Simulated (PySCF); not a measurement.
## Unknown compound

The spectra below were simulated for a compound C$_{8}$H$_{7}$F.

1H NMR (300 MHz, computed): δ 7.70 (m, 1H), 7.51 (m, 1H), 7.14 (m, 1H), 7.11 (d, 1H), 7.00 (m, 1H), 6.22 (m, 1H), 5.55 (m, 1H).

13C{1H} NMR (computed): δ 173.9 (C), 147.0 (C), 146.0 (CH), 137.0 (CH), 131.5 (CH), 121.3 (CH), 120.3 (CH2), 115.1 (CH).

Method: PBE0-D3(BJ)/def2-TZVP geometry, σ from GIAO-B97-2/pcSseg-2, in PySCF 2.14.0 with density-fitted response routines (no relativistic terms, a single conformation, gas phase).

Chemical shifts δ = σref − σ; 1H (σ = 31.64 ppm), 13C (σ = 185.38 ppm) against TMS, all at this level.

Deduce the structure.

Answers


1. Rings plus π bonds: 5 (1 ring in the answer).
2. 8 carbon signals for 8 carbons: no two carbons are equivalent.
3. Carbon types of the structure: 2 × C, 5 × CH, 1 × CH2, which accounts for all hydrogens.
4. δC 173.9: aromatic carbon bearing fluorine; an ipso carbon deshielded by its heteroatom.
5. δC 147.0: substituted aromatic carbon.
6. δC 146.0: alkene CH; an sp2 carbon of a C=C bond.
7. δC 137.0, 131.5, 121.3, 115.1: aromatic CH.
8. δC 120.3: terminal =CH2 carbon; as expected for a trigonal carbon in a double bond.
9. δH 7.70, 7.51, 7.14, 7.11: hydrogen on an aromatic CH; ring-current deshielding.
10. δH 6.22, 5.55: hydrogen on a terminal =CH2 carbon; a vinylic proton, deshielded by the sp2 carbon and the C=C anisotropy.

These data were computed for SMILES C=Cc1cccc(F)c1.

This is the structure that produced the data.

Splittings by 19F in the carbon and heteronuclear signals aren't shown, as no couplings were computed. Shifts are as computed. Against solution values, carbons near 30 ppm lie about +3 ppm off and those near 130 ppm about +7 ppm. Of 1211 compounds with measured shifts, 218 miss one by over three times the rms of a fit or turn the order of signals round; such compounds aren't used in these exercises. Multiplicities follow the n + 1 count of equivalent neighbours, as no J values were calculated; m marks all less simple cases, F and P coupling included.
